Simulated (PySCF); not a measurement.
Vertical excitations of a molecule C3H8OSi from TDA-CAM-B3LYP/def2-SVPD in PySCF 2.14.0, as energy in eV (oscillator strength): 6.61 (0.002), 7.44 (0.014), 7.68 (0.028), 7.74 (0.039), 7.88 (0.068), 8.13 (0.038), 8.25 (0.028), 8.27 (0.004), 8.33 (0.051), 8.46 (0.131). Lowest triplet (TDA): 6.34 eV. Geometry optimised at B3LYP-D3(BJ)/def2-SVP. One conformer was computed; it need not be the lowest.

Q: Which molecule gave these data?
A) C[SiH2]CC=O
B) C=CO[SiH2]C
C) OC1([SiH3])CC1
D) C=CC[SiH2]O

A: C, OC1([SiH3])CC1
